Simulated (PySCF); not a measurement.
A run for PySCF: R-M06-2X/def2-TZVPPD on BH3 (SMILES B).

```python
from pyscf import gto, dft

mol = gto.M(
    atom='''
    B    -0.00516141   -0.05976899    0.62956386
    H    -0.86617620    0.77755847    0.57872414
    H    -0.35291625   -1.18244247    0.37704423
    H     1.06645547    0.26575107    0.19284969
    ''',
    basis='def2-tzvppd',
    charge=0, spin=0, verbose=4, max_memory=1800)
mf = dft.RKS(mol, xc='m062x').density_fit(auxbasis='def2-universal-jkfit')
mf.grids.level = 4
mf.conv_tol = 1e-9
mf.max_cycle = 150
mf.kernel()
mf.dip_moment()
```

Output:

```
PySCF version 2.14.0

[INPUT] verbose = 4
[INPUT] num. atoms = 4
[INPUT] num. electrons = 8
[INPUT] charge = 0
[INPUT] spin (= nelec alpha-beta = 2S) = 0
[INPUT] symmetry False subgroup None
[INPUT] Mole.unit = angstrom
[INPUT] Symbol           X                Y                Z      unit          X                Y                Z       unit  Magmom
[INPUT]  1 B     -0.005161410000  -0.059768990000   0.629563860000 AA   -0.009753651317  -0.112947021842   1.189703273324 Bohr   0.0
[INPUT]  2 H     -0.866176200000   0.777558470000   0.578724140000 AA   -1.636835793616   1.469372554136   1.093630126274 Bohr   0.0
[INPUT]  3 H     -0.352916250000  -1.182442470000   0.377044230000 AA   -0.666915057409  -2.234492426354   0.712510331548 Bohr   0.0
[INPUT]  4 H      1.066455470000   0.265751070000   0.192849690000 AA    2.015308762344   0.502196739610   0.364433097307 Bohr   0.0

nuclear repulsion = 7.38279929745346
number of shells = 34
number of NR pGTOs = 109
number of NR cGTOs = 88
basis = def2-tzvppd
ecp = {}


******** <class 'pyscf.df.df_jk.DFRKS'> ********
method = DFRKS
initial guess = minao
damping factor = 0
level_shift factor = 0
DIIS = <class 'pyscf.scf.diis.CDIIS'>
diis_start_cycle = 1
diis_space = 8
diis_damp = 0
SCF conv_tol = 1e-09
SCF conv_tol_grad = None
SCF max_cycles = 150
direct_scf = False
XC library pyscf.dft.libxc version 7.1.2
    S. Lehtola, C. Steigemann, M. J. T. Oliveira, and M. A. L. Marques,  SoftwareX 7, 1–5 (2018)
XC functionals = m062x
    Y. Zhao and D. G. Truhlar,  Theor. Chem. Acc. 120, 215 (2008)
    Y. Zhao and D. G. Truhlar,  Theor. Chem. Acc. 120, 215 (2008)
radial grids:
    Treutler-Ahlrichs [JCP 102, 346 (1995); DOI:10.1063/1.469408] (M4) radial grids

becke partition: Becke, JCP 88, 2547 (1988); DOI:10.1063/1.454033
pruning grids: <function nwchem_prune>
grids dens level: 4
symmetrized grids: False
atomic radii adjust function: <function treutler_atomic_radii_adjust>
small_rho_cutoff = 0
Set gradient conv threshold to 3.16228e-05
Initial guess from minao.
tot grids = 75232
******** <class 'pyscf.df.df.DF'> ********
auxbasis = def2-universal-jkfit
init E= -26.3545947453902
  HOMO = -0.376307702608297  LUMO = -0.112521747253041  gap/eV = 7.17798
cycle= 1 E= -26.5777472464124  delta_E= -0.223  |g|= 0.11  |ddm|= 1.11
  HOMO = -0.404505720850211  LUMO = -0.0540374022658909  gap/eV = 9.53673
cycle= 2 E= -26.5819012546555  delta_E= -0.00415  |g|= 0.0224  |ddm|= 0.125
  HOMO = -0.405821496934484  LUMO = -0.0493215663906756  gap/eV = 9.70086
cycle= 3 E= -26.5820946203556  delta_E= -0.000193  |g|= 0.00657  |ddm|= 0.0276
  HOMO = -0.407026933728201  LUMO = -0.0512932284550232  gap/eV = 9.68001
cycle= 4 E= -26.5821113215344  delta_E= -1.67e-05  |g|= 0.0012  |ddm|= 0.00716
  HOMO = -0.406578535235844  LUMO = -0.0509367061992414  gap/eV = 9.67751
cycle= 5 E= -26.5821118230568  delta_E= -5.02e-07  |g|= 0.000184  |ddm|= 0.00113
  HOMO = -0.406622958883809  LUMO = -0.0509762436957608  gap/eV = 9.67764
cycle= 6 E= -26.5821118434229  delta_E= -2.04e-08  |g|= 2.22e-05  |ddm|= 0.000222
  HOMO = -0.406624695439458  LUMO = -0.0509786936839998  gap/eV = 9.67762
cycle= 7 E= -26.5821118436862  delta_E= -2.63e-10  |g|= 1.6e-06  |ddm|= 2.81e-05
  HOMO = -0.406624239968607  LUMO = -0.0509785359249211  gap/eV = 9.67761
Extra cycle  E= -26.5821118436879  delta_E= -1.68e-12  |g|= 3.35e-07  |ddm|= 1.64e-06
converged SCF energy = -26.5821118436879
Dipole moment(X, Y, Z, Debye):  0.09415, -0.02761,  0.50812
```

Self-consistency was reached.

Cost: roughly 2.6 core-seconds.
